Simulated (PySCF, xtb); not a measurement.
C3H7BO2, SMILES B1(O)CC(C1)O. One conformer was computed; it need not be the lowest.

Harmonic wavenumbers (cm⁻¹) from xtb with GFN2-xTB at its own minimum, in rising order: 69, 265, 283, 308, 405, 426, 552, 562, 701, 772, 890, 898, 927, 972, 1017, 1069, 1102, 1156, 1180, 1204, 1212, 1276, 1341, 1416, 1435, 1445, 2856, 2995, 3000, 3009, 3012, 3553, 3579.

**Question.** What does PySCF with PBE-D3(BJ)/def2-SVP give at its own minimum? (Estimate from the structure and the level; the computed values follow.)

**Answer.** 92, 272, 298, 328, 413, 443, 507, 534, 666, 714, 852, 885, 892, 904, 966, 1021, 1055, 1126, 1147, 1156, 1197, 1284, 1328, 1336, 1370, 1462, 2895, 2978, 2983, 3058, 3062, 3693, 3712. Paired by order, the mean absolute difference is 40 cm⁻¹ and the zero-point energies are 64.2 and 63.8 kcal/mol.
